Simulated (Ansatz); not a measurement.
Computed with Ansatz on PBE0-D4/def2-TZVP structures; ΔE is electronic, products minus reactants. CCSD(T)/CBS is the MP2 limit (def2-TZVPP, def2-QZVPP) plus CCSD(T) − MP2 in def2-TZVPP, frozen cores. One conformer a species, not always the lowest.

Reaction (ligand exchange at the Si–S bond): `C[SiH2]S[SiH2]Cl` + `CBS` → `CBS[SiH2]C` + `S[SiH2]Cl`

`C[SiH2]S[SiH2]Cl`:

Cartesian coordinates in Å:
```
C -0.195 0.445 -1.966
Si 0.071 1.153 -0.265
S 1.562 0.051 0.826
Si 0.155 -1.201 1.801
Cl 1.167 -2.786 2.617
H 0.735 0.462 -2.537
H -0.945 1.028 -2.508
H -0.539 -0.589 -1.902
H 0.551 2.556 -0.329
H -1.191 1.108 0.527
H -0.536 -0.493 2.901
H -0.835 -1.736 0.836
```

`CBS`:

Cartesian coordinates in Å:
```
C 0.137 -1.059 0.269
B -0.027 0.485 0.145
S -0.308 1.218 -1.455
H -0.617 -1.454 0.960
H 1.102 -1.289 0.734
H 0.067 -1.611 -0.670
H 0.029 1.203 1.099
H -0.382 2.506 -1.082
```

`CBS[SiH2]C`:

Z-matrix (Å, degrees):
```
C
B 1 1.557
H 1 1.097 2 109.6
H 1 1.091 2 115.0 3 -122.8
H 1 1.097 2 109.4 3 114.8
S 2 1.790 1 120.8 3 123.6
H 2 1.200 1 120.5 3 -56.7
Si 6 2.155 2 99.8 1 -179.2
C 8 1.863 6 111.3 2 68.9
H 8 1.485 6 108.9 2 -53.9
H 8 1.486 6 105.5 2 -170.8
H 9 1.093 8 110.4 6 178.8
H 9 1.092 8 110.7 6 58.7
H 9 1.092 8 110.5 6 -61.4
```

`S[SiH2]Cl`:

Cartesian coordinates in Å:
```
S -0.786 -1.282 0.803
Si 0.357 0.351 0.080
Cl -0.799 1.827 -0.758
H -1.123 -1.720 -0.423
H 1.307 -0.084 -0.966
H 1.043 0.908 1.264
```

```tsv
species	SCS-MP2/def2-QZVPP energy (Eh)
`C[SiH2]S[SiH2]Cl`	-1477.94120
`CBS`	-463.58097
`CBS[SiH2]C`	-793.11249
`S[SiH2]Cl`	-1148.40649
```

Task: Work out ΔE.

Result: ΔE = (-793.11249) + (-1148.40649) − (-1477.94120) − (-463.58097) = 0.00319 Eh = +8.4 kJ/mol. CCSD(T)/CBS gives +8.7 kJ/mol.

Largest T1 diagnostic among the species: 0.013.
